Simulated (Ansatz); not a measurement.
`[GeH3][CH]1O[SiH2]O1` + H₂S → `[SH][GeH3]` + `C1O[SiH2]O1`  (ligand exchange at a Ge–C bond)

Isolated molecules relaxed with PBE0-D4/def2-TZVP in Ansatz; ΔE leaves out vibrations. CCSD(T)/CBS adds triple-zeta CCSD(T) − MP2 to the extrapolated MP2 energy (def2 sets, frozen cores). This one scheme is used for every species. DFT in def2-TZVPP. For Ge outer-core shells are correlated without core-valence functions, which leaves a few kJ/mol of doubt a bond. Scalar relativity is left out up to krypton.

```
             level  ΔE (kcal/mol)
            r2SCAN          -18.2
   CCSD/def2-TZVPP          -17.4
SCS-MP2/def2-QZVPP          -18.0
     MP2/CBS(def2)          -17.6
```

(1) What does CCSD(T)/CBS give? (An estimate is asked.)

Largest T1 diagnostic among the species: 0.013.

Answers

(1) Ansatz gave: -16.9 kcal/mol. The listed levels differ from it by -1.3, -0.5, -1.1, -0.7 kcal/mol.

In def2-TZVPP, CCSD(T) changes the Hartree–Fock value by +5.0 kcal/mol (the triples alone add +0.5 kcal/mol) and MP2 by +4.3 kcal/mol. From PBE to PBE0 (25 % exact exchange), in def2-TZVPP and without D4, ΔE moves by −1.3 kcal/mol.
